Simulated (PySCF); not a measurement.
**Shapes and spin states of BrWN**

Method: PBE0/[W def2-TZVP with ECP60, N def2-TZVP, Br def2-TZVP], scalar-relativistic core potentials, density fitting, no spin–orbit coupling, PySCF.

Relaxations began from a few typed shapes and spin states; open shells are unrestricted. The search is not exhaustive: other isomers or separated fragments can lie lower, and high-lying points may rest on an excited occupation.

```tsv
spin	group	bonds	angles	imaginary modes (cm⁻¹)	ΔE (kJ/mol)	ΔE with ZPE (kJ/mol)
triplet	Cs	W–Br 2.419 Å, W–N 1.654 Å	Br–W–N 108.6°	none	0.0	0.0
broken-symmetry Ms = 0 (⟨S²⟩ 0.95)	Cs	W–Br 2.400 Å, W–N 1.650 Å	Br–W–N 107.2°	none	30.4	30.6
singlet (closed shell, unstable to spin polarisation)	Cs	W–Br 2.356 Å, W–N 1.646 Å	Br–W–N 103.6°	none	77.7	78.3
triplet (⟨S²⟩ 2.39)	C∞v	W–Br 2.530 Å, W–N 1.664 Å	Br–W–N 180.0°	100i, 100i	85.2	–
singlet (closed shell, unstable to spin polarisation)	Cs	W–Br 2.464 Å, W–N 1.646 Å	Br–W–N 117.0°	none	148.1	147.9
singlet	C∞v	W–Br 2.553 Å, W–N 1.645 Å	Br–W–N 180.0°	132i, 132i	198.6	–
```

The lowest minimum found is the triplet Cs: W–Br 2.419 Å, W–N 1.654 Å; Br–W–N 108.6°.

Formally W is in oxidation state +4, d2, with 2 unpaired electrons (the high-spin count). The Mulliken spin on W is 2.34. The polar-tensor charge on W, 1.07, is far below the formal one.

For the lowest minimum: other spin states or occupations of the open shell can lie lower. No spin–orbit coupling is included, which matters more the heavier the element.

The electron or spin density has lower symmetry than the nuclear frame for the broken-symmetry Ms = 0 (⟨S²⟩ 0.95) Cs at 30.4 kJ/mol, singlet C∞v at 198.6 kJ/mol.
